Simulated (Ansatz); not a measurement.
`[F][GeH2][SiH2][SiH3]` + H–F → `F[SiH2][SiH3]` + `[F][GeH3]`  (cleavage of the Si–Ge bond)

Isolated molecules relaxed with PBE0-D4/def2-TZVP in Ansatz; ΔE leaves out vibrations. CBS: MP2 limit from def2 TZ/QZ plus the TZ coupled-cluster correction, frozen cores. This one scheme is used for every species. For Ge outer-core shells are correlated without core-valence functions, which leaves a few kJ/mol of doubt a bond. Scalar relativity is left out up to krypton. One conformer a species, not always the lowest.

```
                species  CCSD(T)/CBS(def2) energy (Eh)
`[F][GeH2][SiH2][SiH3]`                    -2758.29466
                    H–F                     -100.39570
        `F[SiH2][SiH3]`                     -681.00067
            `[F][GeH3]`                    -2177.72589
```

**Question.** Work out ΔE.

**Answer.** ΔE = (-681.00067) + (-2177.72589) − (-2758.29466) − (-100.39570) = -0.03620 Eh = -22.7 kcal/mol.

Largest T1 diagnostic among the species: 0.013.

In def2-TZVPP, CCSD(T) changes the Hartree–Fock value by +8.5 kcal/mol (the triples alone add +1.1 kcal/mol) and MP2 by +8.1 kcal/mol. The D4 term adds +2.4 kcal/mol with B3LYP and +1.4 kcal/mol with PBE0; it sums over pairs of atoms, weighted by their polarisabilities, and B3LYP, whose exchange is more repulsive, gets the larger term.

B3LYP here is the variant with VWN-RPA as its local correlation; programs differ in this.
